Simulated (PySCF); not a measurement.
An unknown is described by computed data only.

Elements present: C, H and N. Monoisotopic mass: 129.1517 u.

| Quantity | Value |
| --- | --- |
| NMR, other nuclei | isotropic shieldings of nuclei other than C and H, by class: 187 (1 N) ppm [GIAO PBE0/pcSseg-1] |
| Rotational structure | rotational constants A, B, C: 1.860, 1.317, 1.000 GHz [GFN2-xTB] |
| 1H NMR | chemical shifts (computed TMS as zero) by class: 2.54 (4 H), 1.10 (9 H), 1.08 (6 H) ppm [GIAO PBE0/pcSseg-1] |
| Dipole | 0.63 D [PBE0/pcSseg-1] |
| 13C NMR | chemical shifts (computed TMS as zero) by class: 55.6 (1 C), 48.7 (2 C), 29.3 (3 C), 22.2 (2 C) ppm [GIAO PBE0/pcSseg-1] |

Electronic properties: PySCF, gas phase, density fitting. Levels stand in brackets. Geometry: GFN2-xTB, one conformer, isolated molecule. NMR classes are plain means over equivalent atoms (diastereotopic ones count apart unless rotation or inversion swaps them), as if these changed places fast.

Task: Which formula fits the mass and the elements?

Result: C8H19N (calculated 129.1517). No other formula that holds each of these elements comes within 0.0003 u with a fitting electron parity and a possible valence count.

Task: Propose a structure and show how it fits.

Result: Numbering: `[CH3:1][CH2:2][N:3]([CH2:4][CH3:5])[C:6]([CH3:7])([CH3:8])[CH3:9]`. Its formula, C8H19N, gives 0 degrees of unsaturation, so no ring and no π bond. 8 carbons fall into 4 classes; from least to most shielded: sp3 carbon bound to nitrogen [C6] (55.6 ppm), sp3 carbon bound to nitrogen [C2/C4] (48.7 ppm, 2 C), methyl carbon [C7/C8/C9] (29.3 ppm, 3 C, up to 14.1 ppm apart in this geometry), methyl carbon [C1/C5] (22.2 ppm, 2 C, up to 3.1 ppm apart in this geometry). Hydrogen classes from least to most shielded: 4 H on 2 like atoms (sp3 carbon bound to nitrogen), C2/C4 (2.54 ppm, a mean of values up to 1.0 ppm apart in this geometry), 9 H on 3 methyl carbons, C7/C8/C9 (1.10 ppm, a mean of values up to 0.8 ppm apart in this geometry), 6 H on 2 methyl carbons, C1/C5 (1.08 ppm). The other shieldings belong to: 187 ppm, tertiary amine nitrogen [N3]. The optimised geometry has point group C1 and is an asymmetric top. Structure: `CCN(C(C)(C)C)CC`. The assignments are read from this structure; whether some other isomer fits the data as well wasn't checked.

Conformer computed: `[CH3:1][CH2:2][N:3]([CH2:4][CH3:5])[C:6]([CH3:7])([CH3:8])[CH3:9]`: C1–C2–N3–C4 -114°, C2–N3–C4–C5 74°, C2–N3–C6–C7 -168°.
